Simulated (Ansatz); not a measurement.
Cost and result for the atomization energy of C₂H₆SiZn, SMILES `C1[CH2][Zn][SiH2]1` (10 atoms, 10 bonds).

| atom | x (Å) | y (Å) | z (Å) |
| --- | --- | --- | --- |
| C1 | 0.2431 | -0.4134 | -0.3869 |
| C2 | -1.0631 | -0.9766 | 0.1922 |
| Zn3 | -1.0429 | 0.4901 | 1.5904 |
| Si4 | 0.7611 | 1.3461 | 0.2933 |
| H5 | 1.0834 | -1.0703 | -0.1440 |
| H6 | 0.1930 | -0.3199 | -1.4778 |
| H7 | -0.9979 | -2.0108 | 0.5231 |
| H8 | -1.9161 | -0.8616 | -0.4766 |
| H9 | 0.5205 | 2.4112 | -0.7280 |
| H10 | 2.2189 | 1.4051 | 0.6143 |

Total charge 0; spin multiplicity 1. For Zn the d shell is correlated and the shells below it are frozen. Scalar relativity is left out up to krypton. Geometry: relaxed with PBE0-D4/def2-TZVP. Program: Ansatz. All runs use 4 threads of an Arm Neoverse V1 on a shared host. Times are those of one run each, without the atoms' runs, and a repeat can differ threefold. Electronic energies, without spin–orbit coupling; frozen cores. CCSD(T)/CBS adds CCSD(T) − MP2 in def2-TZVPP to the MP2 limit, and its time is that of the two runs behind it. T1 = 0.017. With those shells the extrapolation isn't a true limit. B3LYP takes the VWN-RPA correlation (the form of Gaussian; ORCA's B3LYP/G).

CCSD(T)/CBS is a level of theory with its own doubt, some kJ/mol a heavy atom from the limit and from the frozen cores, so smaller differences don't rank the functionals.

```tsv
level	functions	wall time
PBE-D4/def2-TZVPP (with forces)	252	3.3 s
PBE0-D4/def2-TZVPP	252	4.4 s
B3LYP-D4/def2-TZVPP (with forces)	252	7 s
r2SCAN-D4/def2-TZVPP (with forces)	252	7 s
B2PLYP/def2-TZVPP	252	8 s
ωB97X-V/def2-TZVPP	252	11 s
ωB97M-V/def2-TZVPP (with forces)	252	16 s
MP2/def2-QZVPP	464	28 s
CCSD(T)/def2-TZVPP	252	2.9 min
CCSD(T)/CBS(def2)	–	3.3 min
```

**Question.** What atomization energy does each give, and how far from CCSD(T)/CBS? (Best estimate.)

**Answer.** Ansatz gave: 
```tsv
level	atomization (kcal/mol)	difference from CCSD(T)/CBS	per bond
PBE-D4/def2-TZVPP (with forces)	769.7	13.4	1.3
PBE0-D4/def2-TZVPP	761.5	5.2	0.5
B3LYP-D4/def2-TZVPP (with forces)	753.7	-2.6	-0.3
r2SCAN-D4/def2-TZVPP (with forces)	764.3	8.0	0.8
B2PLYP/def2-TZVPP	746.1	-10.2	-1.0
ωB97X-V/def2-TZVPP	760.2	3.9	0.4
ωB97M-V/def2-TZVPP (with forces)	758.0	1.7	0.2
MP2/def2-QZVPP	756.4	0.1	0.0
CCSD(T)/def2-TZVPP	738.3	-18.0	-1.8
CCSD(T)/CBS(def2)	756.3	0.0	0.0
```

The D4 term adds +8.5 kcal/mol with B3LYP and +4.4 kcal/mol with PBE0; it sums over pairs of atoms, weighted by their polarisabilities, and B3LYP, whose exchange is more repulsive, gets the larger term. In def2-TZVPP, CCSD(T) changes the Hartree–Fock value by +187.0 kcal/mol (the triples alone add +12.0 kcal/mol) and MP2 by +194.4 kcal/mol; breaking electron pairs costs correlation energy, which Hartree–Fock lacks. From PBE to PBE0 (25 % exact exchange), in def2-TZVPP and without D4, the atomization energy moves by −7.5 kcal/mol: exact exchange takes away binding that semilocal exchange gives to molecules.
